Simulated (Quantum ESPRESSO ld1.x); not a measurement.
Values are calculated unless marked as measured or tabulated.
Rb+, configuration [Kr] (the NIST ground configuration). Code: ld1.x of Quantum ESPRESSO 7.5. Model: scalar-relativistic Kohn-Sham, relativistic LDA (MacDonald-Vosko exchange, VWN5 correlation), spin-unpolarised, spherical densities, point nucleus.

Unscreened Slater integrals over Kohn-Sham orbitals (hartree). Empty in this configuration: 4d, 4f, 5p, 5s.

integral        value
F0(4f,4f)    0.052195
F2(4f,4f)    0.028538
F4(4f,4f)    0.018896
F6(4f,4f)    0.013924
F0(4f,5p)    0.065484
F2(4f,5p)    0.014008
G2(4f,5p)   0.0057056
G4(4f,5p)   0.0037115
F0(4f,4d)    0.065907
F2(4f,4d)   0.0067793
F4(4f,4d)   0.0020747
G1(4f,4d)   0.0023102
G3(4f,4d)   0.0013101
G5(4f,4d)  0.00089372
F0(4f,5s)    0.065872
G3(4f,5s)   0.0016723
F0(4f,4p)    0.066040
F2(4f,4p)   0.0016469
G2(4f,4p)  5.9477e-05
G4(4f,4p)  3.7897e-05
F0(5p,5p)     0.15997
F2(5p,5p)    0.084474
F0(5p,4d)     0.18726
F2(5p,4d)    0.075854
G1(5p,4d)    0.067374
G3(5p,4d)    0.045653
F0(5p,5s)     0.17981
G1(5p,5s)     0.10691
F0(5p,4p)     0.20793
F2(5p,4p)    0.042038
G0(5p,4p)   0.0098868
G2(5p,4p)    0.012299
F0(4d,4d)     0.25726
F2(4d,4d)     0.12227
F4(4d,4d)    0.077098
F0(4d,5s)     0.22817
G2(4d,5s)    0.089363
F0(4d,4p)     0.33011
F2(4d,4p)     0.12793
G1(4d,4p)     0.13953
G3(4d,4p)    0.082391
F0(5s,5s)     0.21249
F0(5s,4p)     0.26697
G1(5s,4p)    0.022575
F0(4p,4p)     0.52707
F2(4p,4p)     0.27384
